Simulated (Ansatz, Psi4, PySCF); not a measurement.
C3H5O (SMILES [CH]=C(C)O), doublet (typed; the unrestricted solution is spin-contaminated), at a GFN2-xTB geometry. Base run: MP2/6-31G* run with PySCF.

Input for PySCF:
```python
from pyscf import gto, scf, mp

mol = gto.M(
    atom='''
C     0.861223   -1.135359    0.294930
C     0.097980   -0.117486    0.032667
C    -1.358386   -0.214953   -0.312973
O     0.526823    1.202057    0.036484
H     1.861822   -1.378088    0.555905
H    -1.680243   -1.250959   -0.312373
H    -1.939109    0.351342    0.412278
H    -1.525120    0.221738   -1.295531
H     1.463159    1.246301    0.260103
''',
    basis='6-31g*',
    charge=0,
    spin=1,
    verbose=4,
)

mf = scf.UHF(mol)
mf.kernel()

pt = mp.MP2(mf)
pt.kernel()
print('E(MP2) = %.10f' % pt.e_tot)
```

The same geometry, method and basis name were run in Ansatz (an electronic-structure program) and Psi4 and PySCF, at each program's defaults and at the settings that a row names. The base is PySCF at its defaults. Differences at the defaults can come from grids, fitting, cores and function types together.

```
code and settings                                                                                     ΔE vs base (mEh)  basis functions      E (Eh)  SCF cycles
----------------------------------------------------------------------------------------------------  ----------------  ---------------  ----------  ----------
PySCF, defaults (exact integrals, spherical functions, all electrons correlated)                                 0.000               66  -191.81059          16
Psi4, defaults (density fitting with its default set, Cartesian functions, all electrons correlated)           -14.365               70  -191.82496          18
Ansatz, defaults (factorised integrals, Cartesian functions, frozen core)                                        2.126               70  -191.80847           -
PySCF, frozen core                                                                                               9.110               66  -191.80148          16
Psi4, exact integrals, spherical functions, frozen core                                                          9.110               66  -191.80148          18
Ansatz, high accuracy, frozen core, Cartesian functions as the basis file defines them                           2.119               70  -191.80847           -
```

Open shells are given as the SCF converged; they aren't shown to be the lowest states, and a large step between rows can be another state.
